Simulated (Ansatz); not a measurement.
`[SiH3][CH](S)[SbH2]` + H–F → `FC([SiH3])S` + `[SbH3]` at 700 K and 1 bar (substitution at a C–Sb bond).

Computed with Ansatz on PBE0-D4/def2-TZVP structures; ΔE is electronic, products minus reactants. CBS: MP2 limit from def2 TZ/QZ plus the TZ coupled-cluster correction, frozen cores. This one scheme is used for every species. Elements past krypton have def2 core potentials. For Sb outer-core shells are correlated without core-valence functions, which leaves a few kJ/mol of doubt a bond. Each species was taken in one conformer, which may not be the lowest.

```tsv
species	CCSD(T)/CBS energy (Eh)	H − E (kJ/mol)	S (J/(mol·K))
`[SiH3][CH](S)[SbH2]`	-969.10537	258.3	508.5
H–F	-100.39570	45.2	198.5
`FC([SiH3])S`	-827.68200	211.1	427.5
`[SbH3]`	-241.78682	81.5	275.4
```

H − E and S are ideal-gas, rigid-rotor, harmonic terms from PBE0-D4/def2-TZVP, for one conformer and one mirror image of each species. 1 Eh = 2625.50 kJ/mol, R = 8.31446 J/(mol·K).

**Question.** By hand: ΔE, ΔH, ΔS and ΔG.

**Answer.** ΔE = (-827.68200) + (-241.78682) − (-969.10537) − (-100.39570) = 0.03225 Eh = 84.7 kJ/mol. Δ(H − E) = 211.1 + 81.5 − 258.3 − 45.2 = -10.9, so ΔH = 73.8 kJ/mol. ΔS = 427.5 + 275.4 − 508.5 − 198.5 = -4.1 J/(mol·K). ΔG = 73.8 − 700 × (-4.1)/1000 = 76.7 kJ/mol.

**Question.** By hand: the equilibrium constant, and the temperature at which ΔG would vanish if ΔH and ΔS stayed fixed.

**Answer.** log₁₀ K = −ΔG/(RT ln 10) = -5.7. ΔH and −TΔS have one sign here, so there is no such temperature.

The number of gas molecules stays the same, so ΔS is small and ΔH decides. A doubt of 5 kJ/mol in ΔE shifts log₁₀ K by 0.4 here. Other conformers and mirror images would add mixing entropy, several J/(mol·K) or more a flexible species. These are equilibria of isolated gas molecules and say nothing of rates. Largest T1 diagnostic: 0.014 (customary marks: 0.02 for closed shells, 0.045 for open ones).

ΔS is within the doubt of such terms, so its sign, and with it that verdict, could turn.
